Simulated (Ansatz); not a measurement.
## Ansatz (development build ahead of 0.2.0) run

```yaml
crystal:
  periodic: [false, false, false]
  atoms:
    - { symbol: Mn, position_ang: [0.0, 0.0, 0.0] }
    - { symbol: H, position_ang: [0.0, 0.0, 2.422] }
basis:
  gaussian: { orbitals: def2-SVP }
magnetization:
  spin_polarized: true
  initial_magnetization: 6
hamiltonian:
  xc: hf
scf:
  omitted_lower_state_checks: [starts, atomic_configurations, cluster_reference, orbital_swaps, given_window_search, neighbouring_geometries, increment]
output:
  forces: true
```

The input is written out in the form of the current development build from the run's settings.

The run gave:

| Item | Value |
| --- | --- |
| Converged | yes |
| Total energy | -1150.21484 hartree |
| Spin squared of the determinant | 12.062 |
| Stability test | minimum |

Forces (eV/Å):
```
atom     Fx     Fy      Fz
 Mn1  0.000  0.000   1.502
  H2  0.000  0.000  -1.502
```
